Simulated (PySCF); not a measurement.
How methods differ on the excitation energy of Ti

Ti [Ar] 3d2 4s2 (3F) → Ti [Ar] 3d4 (5D), as a difference of total energies. Computed with PySCF 2.14 in x2c-QZVPPall, with the spin-free X2C one-electron Hamiltonian (Gaussian nucleus). Correlated levels: valence and next inner shell: [Ne] frozen. The calculations carry no spin-orbit coupling.

```csv
method,excitation energy (cm⁻¹)
UHF,37026
MP2 (valence and next inner shell),26520
SCS-MP2 (valence and next inner shell),35707
CCSD (valence and next inner shell),31233
CCSD(T) (valence and next inner shell),30560
```
